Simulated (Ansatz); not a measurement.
Reaction (substitution at a C–B bond): `BC=C=C=C` + H–F → `C=C=C=CF` + BH₃

Calculated with Ansatz (gas phase, PBE0-D4/def2-TZVP geometries, no zero-point term in ΔE). CCSD(T)/CBS is the MP2 limit (def2-TZVPP, def2-QZVPP) plus CCSD(T) − MP2 in def2-TZVPP, frozen cores. This one scheme is used for every species. Functionals use def2-TZVPP. B3LYP here is the variant with VWN-RPA as its local correlation; programs differ in this.

Question: Is it downhill or uphill in electronic energy at CCSD(T)/CBS, and by how much? (Estimate.)

Answer: The calculation gave: Uphill: ΔE = +1.41 eV.

Question: What do these levels give: B3LYP-D4, r2SCANh-D4, r2SCAN0-D4, ωB97X-V, B2PLYP, r2SCAN, PBE0, B3LYP, BHLYP, CAM-B3LYP, HF/def2-SVP, SCS-MP2/def2-TZVPP? (Best estimate.)

Answer: Ansatz gave: B3LYP-D4 1.27, r2SCANh-D4 1.30, r2SCAN0-D4 1.33, ωB97X-V 1.21, B2PLYP 1.30, r2SCAN 1.27, PBE0 1.31, B3LYP 1.22, BHLYP 1.25, CAM-B3LYP 1.19, HF/def2-SVP 1.10, SCS-MP2/def2-TZVPP 1.36 eV.

Largest T1 diagnostic among the species: 0.015.

From PBE to PBE0 (25 % exact exchange), in def2-TZVPP and without D4, ΔE moves by +0.05 eV. In def2-TZVPP, CCSD(T) changes the Hartree–Fock value by +0.17 eV (the triples alone add +0.02 eV) and MP2 by +0.29 eV.
